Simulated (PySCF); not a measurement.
Species: C6H9F5O.
SMILES with atom numbers: `[CH3:1][CH2:2][O:3][C@H:4]([CH3:5])[C:6]([F:7])([F:8])[C:9]([F:10])([F:11])[F:12]` (hydrogens: H13, H14, H15 on C1; H16, H17 on C2; H18 on C4; H19, H20, H21 on C5)

Computed geometry: GFN2-xTB, gas phase.

Question: What internal coordinates does the optimisation give?

Answer: 
```tsv
bond	length (Å)
C1–C2	1.518
C2–O3	1.420
O3–C4	1.402
C4–C5	1.528
C4–C6	1.540
C6–F7	1.349
C6–F8	1.357
C6–C9	1.552
C9–F10	1.337
C9–F11, C9–F12	1.330
C1–H13, C1–H14, C1–H15	1.086
C2–H16	1.098
C2–H17	1.100
C4–H18	1.104
C5–H19, C5–H20, C5–H21	1.087
```

Bonds in one row agree within 0.01 Å and their mean is given. A selection of angles:
```tsv
angle	degrees
C1–C2–O3	107.7
C2–O3–C4	115.3
O3–C4–C5	113.9
O3–C4–C6	105.9
C5–C4–C6	109.9
C4–C6–F7	112.4
C4–C6–F8	109.9
C4–C6–C9	112.4
F7–C6–F8	105.9
F7–C6–C9	108.0
F8–C6–C9	107.9
C6–C9–F10	111.0
F10–C9–F11	107.8
```

Dihedral angles: C1–C2–O3–C4 -175° (antiperiplanar); C2–O3–C4–C5 -83° (synclinal); O3–C4–C6–F7 77° (synclinal); C4–C6–C9–F10 -41° (synclinal).

The C–C distances run from 1.518 Å (C1–C2, drawn single) to 1.552 Å (C6–C9, drawn single), a spread of 0.034 Å. Of the pairs four or more bonds apart, O3···F11 is among the closest relative to their van der Waals radii: 2.72 Å, 91 % of the sum of Bondi's values. The C–F distances run from 1.326 Å (C9–F11, drawn single) to 1.357 Å (C6–F8, drawn single), a spread of 0.031 Å.

Point group: C1 (no symmetry element, even within 0.4 Å). Not checked by GFN2-xTB frequencies. The numbers are those of one conformer.
